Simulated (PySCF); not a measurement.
`c1c2cccc(C=O)c2cc2c1cccc2`, C15H10O

Molfile (atoms numbered from 1):
```
C15H10O
     RDKit          3D

 26 28  0  0  0  0  0  0  0  0999 V2000
   -4.2464    2.0402   -0.0137 O   0  0  0  0  0  0  0  0  0  0  0  0
   -3.0653    1.7860   -0.0082 C   0  0  0  0  0  0  0  0  0  0  0  0
   -2.5085    0.4304    0.0273 C   0  0  0  0  0  0  0  0  0  0  0  0
   -3.4086   -0.6124    0.0577 C   0  0  0  0  0  0  0  0  0  0  0  0
   -2.9906   -1.9492    0.0918 C   0  0  0  0  0  0  0  0  0  0  0  0
   -1.6584   -2.2408    0.0961 C   0  0  0  0  0  0  0  0  0  0  0  0
   -0.6831   -1.2129    0.0662 C   0  0  0  0  0  0  0  0  0  0  0  0
    0.6746   -1.5250    0.0698 C   0  0  0  0  0  0  0  0  0  0  0  0
    1.6533   -0.5375    0.0411 C   0  0  0  0  0  0  0  0  0  0  0  0
    3.0390   -0.8395    0.0445 C   0  0  0  0  0  0  0  0  0  0  0  0
    3.9674    0.1552    0.0156 C   0  0  0  0  0  0  0  0  0  0  0  0
    3.5648    1.5075   -0.0182 C   0  0  0  0  0  0  0  0  0  0  0  0
    2.2437    1.8364   -0.0231 C   0  0  0  0  0  0  0  0  0  0  0  0
    1.2447    0.8307    0.0066 C   0  0  0  0  0  0  0  0  0  0  0  0
   -0.1143    1.1429    0.0021 C   0  0  0  0  0  0  0  0  0  0  0  0
   -1.0991    0.1607    0.0307 C   0  0  0  0  0  0  0  0  0  0  0  0
   -2.3286    2.6082   -0.0312 H   0  0  0  0  0  0  0  0  0  0  0  0
   -4.4622   -0.3723    0.0538 H   0  0  0  0  0  0  0  0  0  0  0  0
   -3.7287   -2.7367    0.1148 H   0  0  0  0  0  0  0  0  0  0  0  0
   -1.3186   -3.2665    0.1224 H   0  0  0  0  0  0  0  0  0  0  0  0
    0.9740   -2.5638    0.0955 H   0  0  0  0  0  0  0  0  0  0  0  0
    3.3384   -1.8774    0.0708 H   0  0  0  0  0  0  0  0  0  0  0  0
    5.0217   -0.0794    0.0175 H   0  0  0  0  0  0  0  0  0  0  0  0
    4.3201    2.2791   -0.0402 H   0  0  0  0  0  0  0  0  0  0  0  0
    1.9324    2.8710   -0.0494 H   0  0  0  0  0  0  0  0  0  0  0  0
   -0.3832    2.1877   -0.0249 H   0  0  0  0  0  0  0  0  0  0  0  0
  1  2  2  0
  2  3  1  0
  3  4  2  0
  4  5  1  0
  5  6  2  0
  6  7  1  0
  7  8  2  0
  8  9  1  0
  9 10  2  0
 10 11  1  0
 11 12  2  0
 12 13  1  0
 13 14  2  0
 14 15  1  0
 15 16  2  0
 16  3  1  0
 16  7  1  0
 14  9  1  0
  2 17  1  0
  4 18  1  0
  5 19  1  0
  6 20  1  0
  8 21  1  0
 10 22  1  0
 11 23  1  0
 12 24  1  0
 13 25  1  0
 15 26  1  0
M  END
```

Method: PySCF, TDDFT PBE0/def2-SVPD excited states, vertical, gas phase. Geometry: GFN2-xTB.

Give the one- and two-photon strengths of the lowest singlets.

δ for parallel linear polarisation; σ at the peak of a Lorentzian of half width 0.1 eV, single beam; Ω is circular over linear.
```tsv
state	E (eV)	f	photon λ (nm)	δ (au)	σ (GM)	Ω	main
S1	2.96	0.078	837	287	0.92	0.94	HOMO→LUMO 0.98
S2	3.41	0.000	726	<0.1	0.00	–	HOMO−2→LUMO 0.80, HOMO−2→LUMO+1 0.18
S3	3.88	0.022	639	182	1.00	0.68	HOMO−1→LUMO 0.61, HOMO→LUMO+2 0.35
S4	4.00	0.003	619	1110	6.50	1.06	HOMO→LUMO+1 0.94
S5	4.59	0.043	540	770	5.95	1.38	HOMO−3→LUMO 0.93
```

Among these, the strongest one-photon state is S1, the strongest two-photon state S4, with a dipole change of 2.0 D (relaxed, norm of the difference vector).
